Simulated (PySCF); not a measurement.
C4H7NO, SMILES COCCC#N.

Geometry: ωB97X-D3(BJ)/def2-SVP. The values are those of a single conformer.

Computed with ωB97X-D3(BJ)/def2-SVP (PySCF).

Harmonic, unscaled wavenumbers; measured fundamentals usually lie a few per cent lower.

Computed harmonic wavenumbers and intensities:
```
mode  ν (cm⁻¹)  IR (km/mol)  moving atoms (share of kinetic energy)
----  --------  -----------  --------------------------------------
1           89          3.6                  C 50 %, H 34 %, N 15 %
2          109         10.0                  H 38 %, O 31 %, C 28 %
3          131          7.6                  C 46 %, N 39 %, H 15 %
4          228          5.6                          H 78 %, O 16 %
5          303          2.7          C 44 %, O 24 %, H 17 %, N 15 %
6          394          0.1                  C 59 %, H 22 %, N 18 %
7          428          2.1           C 55 %, O 19 %, H 17 %, N 9 %
8          552          0.8            C 71 %, H 12 %, N 9 %, O 8 %
9          805          0.6                          H 85 %, C 15 %
10         969          6.0                  C 59 %, N 20 %, H 19 %
11        1042         29.6                  C 48 %, H 29 %, O 23 %
12        1091          1.9                          H 61 %, C 38 %
13        1093          0.0                          C 67 %, H 32 %
14        1185          2.1                          H 78 %, C 18 %
15        1209         57.4                  H 48 %, C 30 %, O 22 %
16        1238          5.3                          H 78 %, C 17 %
17        1265        163.1                  O 43 %, C 36 %, H 21 %
18        1306          0.9                                  H 94 %
19        1315          1.0                          H 62 %, C 33 %
20        1445         45.4                          H 68 %, C 31 %
21        1460          8.9                           H 92 %, C 8 %
22        1473          8.4                                  H 97 %
23        1479          4.7                          H 86 %, C 13 %
24        1496          7.8                          H 89 %, C 10 %
25        1528          3.0                          H 90 %, C 10 %
26        2439         12.8                          C 62 %, N 38 %
27        3007         30.3                                  H 96 %
28        3017         55.6                                  H 96 %
29        3060         53.7                          H 90 %, C 10 %
30        3082         41.5                          H 90 %, C 10 %
31        3108          1.6                                  H 94 %
32        3170          0.9                          H 90 %, C 10 %
33        3176         19.4                           H 91 %, C 9 %
```
